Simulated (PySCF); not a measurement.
# The second ionisation energy along the third row

All values are computed (PySCF 2.14, energy differences of UHF-based or UKS calculations, no spin-orbit coupling). Values in eV. The last column holds reference values (NIST; (s) semi-empirical, (t) theoretical, else measured). Unmarked ones compare directly (S terms, centres of terms, or small fine structure); those marked * lie between the lowest fine-structure levels and include a spin-orbit shift.

| element | configurations | MP2 (valence) | SCS-MP2 (valence) | CCSD (valence) | CCSD(T) (valence) | PBE | r2SCAN | reference |
| --- | --- | --- | --- | --- | --- | --- | --- | --- |
| Mg (aug-cc-pVTZ with one added diffuse shell each of s, p, d, f type, non-relativistic) | [Ne] 3s1 → [Ne] | n/a | n/a | n/a | n/a | 15.340 | 15.019 | 15.035 |
| Al (aug-cc-pV(T+d)Z with one added diffuse shell each of s, p, d, f type, non-relativistic) | [Ne] 3s2 → [Ne] 3s1 | 18.279 | 18.431 | 18.598 | 18.598 | 18.752 | 18.369 | 18.829 |
| Si (aug-cc-pV(T+d)Z with one added diffuse shell each of s, p, d, f type, non-relativistic) | [Ne] 3s2 3p1 → [Ne] 3s2 | 16.095 | 16.084 | 16.211 | 16.242 | 16.396 | 16.516 | 16.322 |
| P (aug-cc-pV(T+d)Z with one added diffuse shell each of s, p, d, f type, non-relativistic) | [Ne] 3s2 3p2 → [Ne] 3s2 3p1 | 19.616 | 19.526 | 19.654 | 19.690 | 19.783 | 19.948 | 19.769 (s) * |
| S (aug-cc-pV(T+d)Z with one added diffuse shell each of s, p, d, f type, non-relativistic) | [Ne] 3s2 3p3 → [Ne] 3s2 3p2 | 23.343 | 23.156 | 23.273 | 23.313 | 23.321 | 23.522 | 23.338 * |
| Cl (aug-cc-pV(T+d)Z with one added diffuse shell each of s, p, d, f type, non-relativistic) | [Ne] 3s2 3p4 → [Ne] 3s2 3p3 | 23.376 | 23.460 | 23.487 | 23.519 | 23.849 | 23.813 | 23.771 |
| Ar (aug-cc-pV(T+d)Z with one added diffuse shell each of s, p, d, f type, non-relativistic) | [Ne] 3s2 3p5 → [Ne] 3s2 3p4 | 27.372 | 27.370 | 27.338 | 27.376 | 27.599 | 27.674 | 27.630 * |

Question: Which of these methods has the smallest mean absolute error against the measured values here?

Answer: PBE, with 0.133 eV.

| method | elements | mean error (eV) | mean absolute error (eV) | largest error (eV) |
| --- | --- | --- | --- | --- |
| MP2 (valence) | 3 | -0.390 | 0.390 | -0.549 |
| SCS-MP2 (valence) | 3 | -0.316 | 0.316 | -0.398 |
| CCSD (valence) | 3 | -0.208 | 0.208 | -0.284 |
| CCSD(T) (valence) | 3 | -0.188 | 0.188 | -0.252 |
| PBE | 4 | 0.095 | 0.133 | 0.304 |
| r2SCAN | 4 | -0.060 | 0.178 | -0.460 |

Errors include the incompleteness of the basis and the frozen core.

"Valence" correlates the outer s and p shells and, in groups 3 to 12 and the f block, the outer d or f shell, open or full, or the next shell where the ion has no valence electron left; the wider scheme adds the next inner shell.
